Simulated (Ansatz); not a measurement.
Reaction (ligand exchange at the Sn–S bond): `C[O][Sn][S]C` + H–F → `C[O][Sn][F]` + CH₃SH

Calculated with Ansatz (gas phase, PBE0-D4/def2-TZVP geometries, no zero-point term in ΔE). CBS: MP2 limit from def2 TZ/QZ plus the TZ coupled-cluster correction, frozen cores. This one scheme is used for every species. Functionals use def2-TZVPP. B3LYP here is the variant with VWN-RPA as its local correlation; programs differ in this. HSE06 is defined as in plane-wave codes. Elements past krypton have def2 core potentials. For Sn outer-core shells are correlated without core-valence functions, which leaves a few kJ/mol of doubt a bond. One conformer a species, not always the lowest.

| level | ΔE (kJ/mol) | difference from CCSD(T)/CBS |
| --- | --- | --- |
| LDA (SPW92) | -24.0 | 3.2 |
| revPBE-D4 | -24.4 | 2.8 |
| BLYP-D4 | -34.5 | -7.3 |
| r2SCAN-D4 | -34.5 | -7.3 |
| B97M-V | -43.0 | -15.8 |
| PBE0-D4 | -23.7 | 3.5 |
| B3LYP-D4 | -32.4 | -5.2 |
| r2SCANh-D4 | -32.1 | -4.9 |
| r2SCAN0-D4 | -28.9 | -1.7 |
| HSE06-D4 | -23.0 | 4.2 |
| BHLYP-D4 | -31.3 | -4.1 |
| CAM-B3LYP-D4 | -44.7 | -17.5 |
| ωB97X-V | -44.7 | -17.5 |
| B2PLYP | -40.5 | -13.3 |
| PBE-QIDH | -26.6 | 0.6 |
| PBE | -37.0 | -9.8 |
| revPBE | -42.1 | -14.9 |
| BLYP | -53.5 | -26.3 |
| r2SCAN | -37.2 | -10.0 |
| PBE0 | -32.6 | -5.4 |
| B3LYP | -48.1 | -20.9 |
| r2SCANh | -35.0 | -7.8 |
| r2SCAN0 | -32.2 | -5.0 |
| HSE06 | -31.5 | -4.3 |
| BHLYP | -46.5 | -19.3 |
| CAM-B3LYP | -54.2 | -27.0 |
| LC-ωPBE | -51.3 | -24.1 |
| HF/def2-SVP | -47.1 | -19.9 |
| MP2/def2-SVP | -36.5 | -9.3 |
| CCSD/def2-SVP | -41.2 | -14.0 |
| CCSD(T)/def2-SVP | -37.7 | -10.5 |
| HF/def2-TZVPP | -50.8 | -23.6 |
| MP2/def2-TZVPP | -21.3 | 5.9 |
| SCS-MP2/def2-TZVPP | -32.3 | -5.1 |
| CCSD/def2-TZVPP | -32.4 | -5.2 |
| HF/def2-QZVPP | -54.1 | -26.9 |
| MP2/def2-QZVPP | -22.3 | 4.9 |
| HF/CBS(def2) | -54.6 | -27.4 |
| MP2/CBS(def2) | -21.1 | 6.1 |
| CCSD/CBS(def2) | -32.2 | -5.0 |
| CCSD(T)/CBS | -27.2 | 0 |

Largest T1 diagnostic among the species: 0.017.

From r2SCAN to r2SCAN0 (25 % exact exchange), in def2-TZVPP and without D4, ΔE moves by +4.9 kJ/mol. Leaving LDA and LC-ωPBE aside and taking each functional with its dispersion term where it has one, the values spread over 21.7 kJ/mol, from CAM-B3LYP-D4 to HSE06-D4. LDA lies +13.0 kJ/mol from PBE without D4.
